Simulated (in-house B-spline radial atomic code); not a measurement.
A radial electron density 4πr²n(r) was computed for an atom or ion in its tabulated ground configuration with a B-spline radial code for spherical atoms; method: non-relativistic Hartree-Fock, average of configuration. Columns: r (bohr), 4πr²n(r) (electrons per bohr), bar.

```
 0.00148    2.338 #
  0.0018    3.346 ##
 0.00218    4.718 ##
 0.00264    6.596 ###
  0.0032    9.143 #####
 0.00388    12.53 ######
 0.00471    16.94 #########
  0.0057    22.39 ############
 0.00692    29.08 ###############
 0.00839    36.73 ###################
  0.0102    45.08 #######################
  0.0123    52.91 ###########################
  0.0149    59.72 ###############################
  0.0181    64.21 #################################
   0.022    65.38 ##################################
  0.0266     63.4 #################################
  0.0323    59.73 ###############################
  0.0392    57.38 ##############################
  0.0475    59.46 ###############################
  0.0576    67.13 ###################################
  0.0698    77.62 ########################################
  0.0846    84.83 ############################################
   0.103    83.05 ###########################################
   0.124    73.52 ######################################
   0.151    63.42 #################################
   0.183    62.38 ################################
   0.222    68.92 ####################################
   0.269    70.84 #####################################
   0.326    58.72 ##############################
   0.395    38.22 ####################
   0.479    24.15 #############
   0.581    22.98 ############
   0.704    26.53 ##############
   0.854    24.87 #############
    1.04    17.03 #########
    1.25    8.997 #####
    1.52    3.378 ##
    1.84     0.94 
    2.24   0.1709 
    2.71  0.02069 
    3.29 0.001346
```

Problem. Which atom or ion is it?
A. Cs7+
B. Te5+
C. Te6+
D. I6+

Solution. C. The area under the curve, ∫4πr²n dr = ∫r·4πr²n d(ln r) on this logarithmic grid, is 46 electrons, which only this option has. The configuration is [Kr] 4d10.
